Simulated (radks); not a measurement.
Spherical jellium clusters: N electrons in a uniform positive sphere of charge N and radius rs N^(1/3), rs = 2.79 bohr. Method: non-relativistic Kohn-Sham, PBE, spin-polarised, spherical densities; computed with a radial shooting solver with Libxc functionals. Levels are named by radial order and angular momentum (1s, 1p, 1d, 2s, ...), and open shells are averaged over m.

N = 32, configuration 1s2 1p6 1d10 2s2 1f(up 7, down 5). This is the lowest configuration that the search found. Occupied and some empty levels:

level,occupation,eigenvalue (eV),<r> (bohr)
1s up,1,-8.4669,4.985
1s down,1,-8.4222,4.881
1p up,3,-7.0558,6.201
1p down,3,-6.9521,6.129
1d up,5,-5.4377,7.001
1d down,5,-5.2965,6.962
2s up,1,-5.0404,5.885
2s down,1,-4.9523,5.938
1f up,7,-3.6144,7.666
1f down,5,-3.4534,7.654
2p up,0,-2.9071,6.973
2p down,0,-2.8314,6.998
1g up,0,-1.6356,8.369
1g down,0,-1.4699,8.393
2d up,0,-1.0002,9.156
2d down,0,-0.92445,9.224

Energy (eV): total -47.8462, kinetic 109.18, external -3702.0, Hartree 1818.0, exchange-correlation -160.50, background 1887.5.
